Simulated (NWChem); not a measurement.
System: C2H7NOSi; SMILES C=C[Si@@H](N)O

Here is an NWChem input.

```
start job
memory heap 200 mb stack 900 mb global 1100 mb
geometry units angstroms noautosym nocenter noautoz
  C      0.037604    -2.273100     0.315898
  C     -0.721738    -1.261304    -0.120564
  Si    -0.067999     0.461501    -0.371040
  N     -1.067239     1.587278     0.464864
  O      1.522772     0.350792     0.142205
  H      1.099175    -2.123987     0.540627
  H     -0.363471    -3.281975     0.467934
  H     -1.782194    -1.452646    -0.332805
  H     -0.104673     0.923557    -1.793513
  H     -1.299504     1.470564     1.444399
  H     -1.146041     2.553086     0.171342
  H      2.064257     1.135500     0.024543
end
basis spherical
  C library 6-31g*
  Si library 6-31g*
  N library 6-31g*
  O library 6-31g*
  H library 6-31g*
end
dft
  xc b3lyp
  iterations 150
end
cosmo
  do_cosmo_smd true
  solvent thf
end
task dft energy
```

Output (shortened):

```
             Northwest Computational Chemistry Package (NWChem) 7.3.0
             --------------------------------------------------------

                             Geometry "geometry" -> ""
                             -------------------------

 Output coordinates in angstroms (scale by  1.889725989 to convert to a.u.)

  No.       Tag          Charge          X              Y              Z
 ---- ---------------- ---------- -------------- -------------- --------------
    1 C                    6.0000     0.03760400    -2.27310000     0.31589800
    2 C                    6.0000    -0.72173800    -1.26130400    -0.12056400
    3 Si                  14.0000    -0.06799900     0.46150100    -0.37104000
    4 N                    7.0000    -1.06723900     1.58727800     0.46486400
    5 O                    8.0000     1.52277200     0.35079200     0.14220500
    6 H                    1.0000     1.09917500    -2.12398700     0.54062700
    7 H                    1.0000    -0.36347100    -3.28197500     0.46793400
    8 H                    1.0000    -1.78219400    -1.45264600    -0.33280500
    9 H                    1.0000    -0.10467300     0.92355700    -1.79351300
   10 H                    1.0000    -1.29950400     1.47056400     1.44439900
   11 H                    1.0000    -1.14604100     2.55308600     0.17134200
   12 H                    1.0000     2.06425700     1.13550000     0.02454300

 Effective nuclear repulsion energy (a.u.)     230.3418154797

                                 NWChem DFT Module
                                 -----------------

 Summary of "ao basis" -> "ao basis" (spherical)
 ------------------------------------------------------------------------------
       Tag                 Description            Shells   Functions and Types
 ---------------- ------------------------------  ------  ---------------------
 C                           6-31g*                  6       14   3s2p1d
 Si                          6-31g*                  8       18   4s3p1d
 N                           6-31g*                  6       14   3s2p1d
 O                           6-31g*                  6       14   3s2p1d
 H                           6-31g*                  2        2   2s

 in cosmo_initialize ...
 calling solv_data for solv:thf

 solvent parameters
 solvname_short: thf
 solvname_long:  tetrahydrofuran
 dielec:        7.4257
 dielecinf:     1.9740
 nonaqueous SMD model solvent descriptors
 dielec:        7.4257
 sola:          0.0000
 solb:          0.4800
 solc:          0.0000
 solg:         39.4400
 solh:          0.0000
 soln:          1.4050

          ---------------
          -cosmo- solvent
          ---------------
 Cosmo: York-Karplus, doi: 10.1021/jp992097l
 dielectric constant -eps-     =   7.43
 screen = (eps-1)/(eps    )    =   0.86533
 surface charge correction     = lagrangian

   van der Waals surface
 --------------------------

 ---------- ATOMIC COORDINATES (A.U.) ------------ VDWR(ANG.) --
     1    0.07106126   -4.29553614    0.59696066     1.850
     2   -1.36388706   -2.38351895   -0.22783292     1.850
     3   -0.12849948    0.87211043   -0.70116393     2.470
     4   -2.01678927    2.99952049    0.87846558     1.890
     5    2.87762182    0.66290076    0.26872848     2.294
     6    2.07713956   -4.01375343    1.02163689     1.200
     7   -0.68686059   -6.20203345    0.88426704     1.200
     8   -3.36785832   -2.74510290   -0.62891026     1.200
     9   -0.19780329    1.74526966   -3.38924813     1.200
    10   -2.45570648    2.77896301    2.72951833     1.200
    11   -2.16570346    4.82463297    0.32378943     1.200
    12    3.90088010    2.14578386    0.04637954     1.200
 number of segments per atom =        128
 number of   points per atom =        128
 atom (   nspa,  nppa )
 ----------------------
    1 (     62,     0 )       0
    2 (     33,     0 )       0
    3 (     55,     0 )       0
    4 (     55,     0 )       0
    5 (     78,     0 )       0
    6 (     36,     0 )       0
    7 (     55,     0 )       0
    8 (     51,     0 )       0
    9 (     31,     0 )       0
   10 (     45,     0 )       0
   11 (     44,     0 )       0
   12 (      1,     0 )       0
 number of -cosmo- surface points =      546
 molecular surface =    135.335 angstrom**2
 molecular volume  =    126.863 angstrom**3
 -lineq- algorithm             =   0
 -bem- low  level              =   3
 -bem- from -octahedral-
 gaussian surface charge width =   4.50000
 degree of switching           =   1.00000
 switching function tolerance  =   0.00010
 atomic radii =
 --------------
    1  6.000  1.850
    2  6.000  1.850
    3 14.000  2.470
    4  7.000  1.890
    5  8.000  2.294
    6  1.000  1.200
    7  1.000  1.200
    8  1.000  1.200
    9  1.000  1.200
   10  1.000  1.200
   11  1.000  1.200
   12  1.000  1.200
 ...... end of -cosmo- initialization ......

 nat:                    12
 ixmem:                  7844
 calling mnsol_interface()
 G(SMD-CDS) energy (kcal/mol)  =     0.814
 SMD-CDS SASA (angstrom**2)    =   156.374

            General Information
            -------------------
          SCF calculation type: DFT
          Wavefunction type:  closed shell.
          No. of atoms     :    12
          No. of electrons :    48
           Alpha electrons :    24
            Beta electrons :    24
          Charge           :     0
          Spin multiplicity:     1
          Use of symmetry is: off; symmetry adaption is: off
          Maximum number of iterations: 150
          AO basis - number of functions:    88
                     number of shells:    46
          Convergence on energy requested:  1.00D-06
          Convergence on density requested:  1.00D-05
          Convergence on gradient requested:  5.00D-04

              XC Information
              --------------
                         B3LYP Method XC Potential
                     Hartree-Fock (Exact) Exchange  0.200
                        Slater Exchange Functional  0.800 local
                    Becke 1988 Exchange Functional  0.720 non-local
              Lee-Yang-Parr Correlation Functional  0.810
                  VWN I RPA Correlation Functional  0.190 local

             Grid Information
             ----------------
          Grid used for XC integration:  medium
          Radial quadrature: Mura-Knowles
          Angular quadrature: Lebedev.
          Tag              B.-S. Rad. Rad. Pts. Rad. Cut. Ang. Pts.
          ---              ---------- --------- --------- ---------
          C                   0.70       49          12.0       434
          Si                  1.10       88          10.0       590
          N                   0.65       49          12.0       434
          O                   0.60       49          10.0       434
          H                   0.35       45          13.0       434
          Grid pruning is: on
          Number of quadrature shells:   599
          Spatial weights used:  Erf1

      Superposition of Atomic Density Guess
      -------------------------------------

 Sum of atomic energies:        -496.67353407

      Non-variational initial energy
      ------------------------------

 Total energy =    -499.079353
 1-e energy   =   -1139.257424
 2-e energy   =     409.836256
 HOMO         =      -0.329301
 LUMO         =      -0.007991

   convergence    iter        energy       DeltaE   RMS-Dens  Diis-err
 ---------------- ----- ----------------- --------- --------- ---------
     COSMO gas phase
 d= 0,ls=0.0,diis     1   -499.8479297140 -7.30D+02  1.31D-02  7.55D-01
 d= 0,ls=0.0,diis     2   -499.8368051717  1.11D-02  7.38D-03  9.59D-01
 d= 0,ls=0.0,diis     3   -499.9266977347 -8.99D-02  1.49D-03  5.12D-02
 d= 0,ls=0.0,diis     4   -499.9311146239 -4.42D-03  4.75D-04  3.81D-03
 d= 0,ls=0.0,diis     5   -499.9314729386 -3.58D-04  1.38D-04  4.27D-04
  Resetting Diis
 d= 0,ls=0.0,diis     6   -499.9315190502 -4.61D-05  2.64D-05  4.73D-06
 d= 0,ls=0.0,diis     7   -499.9315195286 -4.78D-07  1.96D-05  1.27D-06
 d= 0,ls=0.0,diis     8   -499.9315193693  1.59D-07  1.18D-05  2.42D-06
 d= 0,ls=0.0,diis     9   -499.9315196971 -3.28D-07  2.03D-06  8.03D-08

   convergence    iter        energy       DeltaE   RMS-Dens  Diis-err
 ---------------- ----- ----------------- --------- --------- ---------
     COSMO solvation phase
 d= 0,ls=0.0,diis     1   -499.9384703201 -6.95D-03  1.36D-03  2.18D-03
 d= 0,ls=0.0,diis     2   -499.9390600379 -5.90D-04  2.90D-04  6.23D-04
 d= 0,ls=0.0,diis     3   -499.9391240726 -6.40D-05  1.08D-04  1.62D-04
 d= 0,ls=0.0,diis     4   -499.9391400108 -1.59D-05  3.70D-05  2.30D-05
 d= 0,ls=0.0,diis     5   -499.9391422352 -2.22D-06  1.00D-05  1.59D-06
 d= 0,ls=0.0,diis     6   -499.9391424136 -1.78D-07  2.98D-06  1.13D-07

         Total DFT energy =     -499.939142413609
      One electron energy =    -1145.177414806165
           Coulomb energy =      464.666417751364
    Exchange-Corr. energy =      -50.011936974624
 Nuclear repulsion energy =      230.341815479745

             COSMO energy =        0.241976136070

 Numeric. integr. density =       48.000011220054

                                COSMO-SMD solvation results
                                ---------------------------

             internal energy in gas <Psi(g)|H|Psi(g)> =      -499.931519697102
         internal energy in solvent <Psi(s)|H|Psi(s)> =      -499.930760775398
                               delta internal energy  =         0.000758921705 (    0.48 kcal/mol)
   total free energy in solvent <Psi(s)|H+V/2|Psi(s)> =      -499.940439272997
 polarization energy contribution <Psi(s)|V/2|Psi(s)> =        -0.009678497600 (   -6.07 kcal/mol)
    total free energy in solvent including G(SMD-CDS) =      -499.939142413609
                       G(SMD-CDS) energy contribution =         0.001296859388 (    0.81 kcal/mol)
     1 M fixed-concentration free energy of solvation =        -0.007622716507 (   -4.78 kcal/mol)

                       DFT Final Molecular Orbital Analysis
                       ------------------------------------

 Vector   22  Occ=2.000000D+00  E=-2.997338D-01
              MO Center=  5.5D-01,  2.7D-01, -3.4D-01, r^2= 3.2D+00
   Bfn.  Coefficient  Atom+Function         Bfn.  Coefficient  Atom+Function
  ----- ------------  ---------------      ----- ------------  ---------------
    65      0.444764   5 O  pz               69      0.342147   5 O  pz
    82      0.305872   9 H  s                81      0.200227   9 H  s
    18     -0.167850   2 C  py               36      0.166649   3 Si py
    37     -0.154987   3 Si pz               22     -0.103453   2 C  py
    51      0.098203   4 N  pz               52     -0.093200   4 N  s

 Vector   23  Occ=2.000000D+00  E=-2.723103D-01
              MO Center= -3.5D-01, -1.5D+00,  3.1D-02, r^2= 2.2D+00
   Bfn.  Coefficient  Atom+Function         Bfn.  Coefficient  Atom+Function
  ----- ------------  ---------------      ----- ------------  ---------------
    19      0.363843   2 C  pz                5      0.351424   1 C  pz
    23      0.256942   2 C  pz                9      0.252800   1 C  pz
    82      0.141061   9 H  s                49     -0.114514   4 N  px
     4      0.106464   1 C  py               53     -0.102089   4 N  px
    17     -0.101529   2 C  px                3     -0.084951   1 C  px

 Vector   24  Occ=2.000000D+00  E=-2.511770D-01
              MO Center= -7.8D-01,  1.3D+00,  3.6D-01, r^2= 2.2D+00
   Bfn.  Coefficient  Atom+Function         Bfn.  Coefficient  Atom+Function
  ----- ------------  ---------------      ----- ------------  ---------------
    49      0.475094   4 N  px               53      0.412415   4 N  px
    51      0.188127   4 N  pz               63      0.162769   5 O  px
    50      0.159904   4 N  py               55      0.152536   4 N  pz
    39      0.136758   3 Si px               64     -0.130774   5 O  py
    54      0.125339   4 N  py               67      0.124345   5 O  px

 Vector   25  Occ=0.000000D+00  E=-5.928085D-03
              MO Center= -2.8D-01, -1.4D+00,  6.6D-02, r^2= 3.2D+00
   Bfn.  Coefficient  Atom+Function         Bfn.  Coefficient  Atom+Function
  ----- ------------  ---------------      ----- ------------  ---------------
     9      0.551456   1 C  pz               23     -0.466438   2 C  pz
     5      0.390205   1 C  pz               52      0.332021   4 N  s
    19     -0.311304   2 C  pz               40     -0.192395   3 Si py
    82     -0.191428   9 H  s                41     -0.190451   3 Si pz
    86     -0.173262  11 H  s                37     -0.151222   3 Si pz

 Vector   26  Occ=0.000000D+00  E= 6.106871D-02
              MO Center=  9.2D-01,  7.3D-01, -1.9D-01, r^2= 4.7D+00
   Bfn.  Coefficient  Atom+Function         Bfn.  Coefficient  Atom+Function
  ----- ------------  ---------------      ----- ------------  ---------------
    66      0.863213   5 O  s                39     -0.724476   3 Si px
    88     -0.590803  12 H  s                38     -0.434797   3 Si s
     6      0.373306   1 C  s                80     -0.250832   8 H  s
    40     -0.248373   3 Si py               68      0.246115   5 O  py
    76     -0.229667   6 H  s                78     -0.228876   7 H  s

 Vector   27  Occ=0.000000D+00  E= 8.327473D-02
              MO Center= -6.1D-01,  1.1D+00,  1.5D-03, r^2= 5.4D+00
   Bfn.  Coefficient  Atom+Function         Bfn.  Coefficient  Atom+Function
  ----- ------------  ---------------      ----- ------------  ---------------
    52      1.340310   4 N  s                40     -0.811875   3 Si py
    39      0.591174   3 Si px               84     -0.575840  10 H  s
    38     -0.452453   3 Si s                86     -0.407237  11 H  s
    82      0.294931   9 H  s                23      0.275413   2 C  pz
     6     -0.272736   1 C  s                41     -0.197496   3 Si pz

     Multipole analysis of the density
     ---------------------------------

     L   x y z        total         alpha         beta         nuclear
     -   - - -        -----         -----         ----         -------
     0   0 0 0     -0.000000    -24.000000    -24.000000     48.000000

     1   1 0 0     -0.069477      1.739467      1.739467     -3.548410
     1   0 1 0      0.816856      1.924016      1.924016     -3.031175
     1   0 0 1      0.332093     -0.676449     -0.676449      1.684991

     2   2 0 0    -27.088989    -87.667415    -87.667415    148.245840
     2   1 1 0      1.642882      8.351626      8.351626    -15.060370
     2   1 0 1     -1.270147      2.242442      2.242442     -5.755032
     2   0 2 0    -21.883293   -172.292293   -172.292293    322.701293
     2   0 1 1      0.471718      2.908329      2.908329     -5.344939
     2   0 0 2    -28.608159    -32.592852    -32.592852     36.577546
```

Level: B3LYP/6-31G* (spherical d), SMD on the gas-phase geometry. The geometry was optimised at PBE0/def2-SVP. No frequency run checked for a minimum. Solvent: tetrahydrofuran.
